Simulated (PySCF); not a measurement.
Structure with atom numbers: `[N:1]#[C:2][C@@:3]12[CH2:4][C@@H:5]1[C@@:6]2([SiH3:7])[CH:8]([F:9])[F:10]`. Each H is labelled by its parent atom. Ha(C4) is cis to C6 on the ring; Hb(C4) is trans to C6 on the ring.

PySCF 2.14 calculation with shieldings: GIAO PBE0/pcSseg-1 and GFN2-xTB structure; averaged over atoms made equivalent by symmetry, fast rotation or ring inversion, no solvent, relativity neglected, one computed conformer.

References, each an isolated molecule treated in the same way: 13C (σref 186.93), 1H (σref 31.72), 29Si (σref 349.16) against TMS; 15N (σref 267.73) vs NH3; CFCl3 for 19F (σref 170.95).

```csv
atoms,nucleus,count,δ (ppm)
C8,13C,1,119.6
C5,13C,1,22.7
F9,19F,1,?
C4,13C,1,?
H(C8),1H,1,?
Ha(C4),1H,1,?
Si7,29Si,1,-68.6
C6,13C,1,45.1
N1,15N,1,317.3
H(Si7),1H,3,?
Hb(C4),1H,1,1.83
C3,13C,1,-0.4
H(C5),1H,1,2.72
C2,13C,1,121.2
F10,19F,1,-145.8
```

**Question.** Fill in the missing shifts.

**Answer.** 
- C4: 36.5 ppm, three-membered-ring carbon; a saturated carbon with 2 carbon neighbours and no heteroatom attached
- H(C8): 6.14 ppm, hydrogen on an sp3 CH bonded to 2 F; its carbon carries F, an electronegative neighbour
- H(Si7): 3.98 ppm, hydrogen on a silicon bonded to C
- Ha(C4): 1.22 ppm, hydrogen on a three-membered-ring carbon; cyclopropane-type protons are shielded by the ring
- F9: -136.8 ppm, fluorine of a CF2 group

Shifts are as computed. Against solution values, carbons near 30 ppm lie about +3 ppm off and those near 130 ppm about +5 ppm. Of 1309 compounds with measured shifts, 239 miss one by over three times the rms of a fit or turn the order of signals round; such compounds aren't used in these exercises. Unscaled 19F shifts against computed CFCl3 carry errors that often reach 10 to 50 ppm. Experimental scales use liquid or dissolved standards, which lie at an offset from isolated NH3 (liquid NH3: subtract about 20 ppm). Unscaled 15N shifts of sp2 nitrogen come out 20 to 40 ppm too high even then.
